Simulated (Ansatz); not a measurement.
Ansatz (a program for electronic structure) input:

Ansatz 0.2 input:
```yaml
crystal:
  periodic: [false, false, false]
  atoms:
    - {symbol: Te, position_ang: [0.22297457, 1.94706076, -1.63045109]}
    - {symbol: Ge, position_ang: [0.03604019, -0.07647919, -0.13842960]}
    - {symbol: Te, position_ang: [-1.04173825, 1.31802590, 1.81672467]}
    - {symbol: Te, position_ang: [-1.39741609, -2.10404431, -0.85870973]}
    - {symbol: Te, position_ang: [2.23527424, -1.12044608, 0.75528893]}
    - {symbol: H, position_ang: [-2.51094847, 1.37232936, 1.03887890]}
    - {symbol: H, position_ang: [-2.75318004, -1.15059720, -0.99930210]}
    - {symbol: H, position_ang: [3.11793065, 0.11459618, 0.08182515]}
basis:
  gaussian:
    orbitals: def2-SVPD
magnetization: {spin_polarized: true, initial_magnetization: 1}
correlation: {method: ccsd_t, electrons: outside_noble_gas}
output: {forces: true}
```

Problem. What final total energy does it print?

Solution. -3145.49611 Eh (CCSD(T)/def2-SVPD). The basis has 202 functions.

It need not be the lowest isomer of its formula.
